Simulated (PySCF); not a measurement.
**Si: excitation energy**

Si [Ne] 3s2 3p2 (3P) → Si [Ne] 3s1 3p3 (5S), as a difference of total energies. All numbers are calculated (PySCF 2.14, the spin-free X2C one-electron Hamiltonian (Gaussian nucleus), in ANO-RCC-VTZP (5s4p2d1f, 34 functions)). Correlated levels: valence: [Ne] frozen. The calculations carry no spin-orbit coupling.

| method | excitation energy (cm⁻¹) |
| --- | --- |
| UHF | 21409 |
| MP2 (valence) | 29027 |
| SCS-MP2 (valence) | 32781 |
| CCSD (valence) | 31217 |
| CCSD(T) (valence) | 31660 |
| CCSDT (valence) | 31799 |

A first-order spin-orbit estimate (lowest level to lowest level, LS coupling) adds 0.016 eV.
